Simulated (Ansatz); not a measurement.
n-GeGeGeGeSiH12 (SiGe4H12). Total charge 0; triplet. Geometry r2SCAN-D4/def2-SVP, that of the neutral singlet.

Cartesian coordinates in Å:
```
Ge 2.472 -0.768 0.984
Ge 0.390 -1.925 0.558
Ge -0.623 -1.081 -1.478
Ge -1.997 0.841 -0.942
Si -0.801 2.393 0.409
H 2.966 -1.010 2.420
H 2.294 0.744 0.776
H 3.545 -1.266 0.002
H 0.656 -3.437 0.455
H -0.584 -1.703 1.731
H -1.468 -2.168 -2.167
H 0.488 -0.659 -2.458
H -2.491 1.525 -2.230
H -3.235 0.349 -0.171
H -1.648 3.580 0.734
H -0.389 1.730 1.685
H 0.426 2.855 -0.308
```

At PBE0-D4/def2-TZVP a singlet of charge 0 lies 5.62 eV below the triplet at the same geometry.

(1) Estimate the α-spin orbital energies around the gap (eV) in Ansatz with PBE-D4/def2-TZVP, r2SCAN-D4/def2-TZVP, PBE0-D4/def2-TZVP.

Answers

(1) 
```tsv
orbital	PBE-D4/def2-TZVP	r2SCAN-D4/def2-TZVP	PBE0-D4/def2-TZVP
HOMO−5	-8.29	-8.65	-9.57
HOMO−4	-7.92	-8.29	-9.18
HOMO−3	-7.67	-8.00	-8.84
HOMO−2	-7.32	-7.66	-8.48
HOMO−1	-7.23	-7.53	-8.26
HOMO	-1.61	-1.63	-2.13
LUMO	-1.25	-1.11	-0.53
LUMO+1	-1.20	-1.00	-0.45
LUMO+2	-1.00	-0.76	-0.23
LUMO+3	-0.63	-0.42	0.18
LUMO+4	-0.51	-0.24	0.32
LUMO+5	-0.26	-0.01	0.57
β HOMO	-6.93	-7.14	-7.87
β LUMO	-6.62	-6.61	-6.01
```
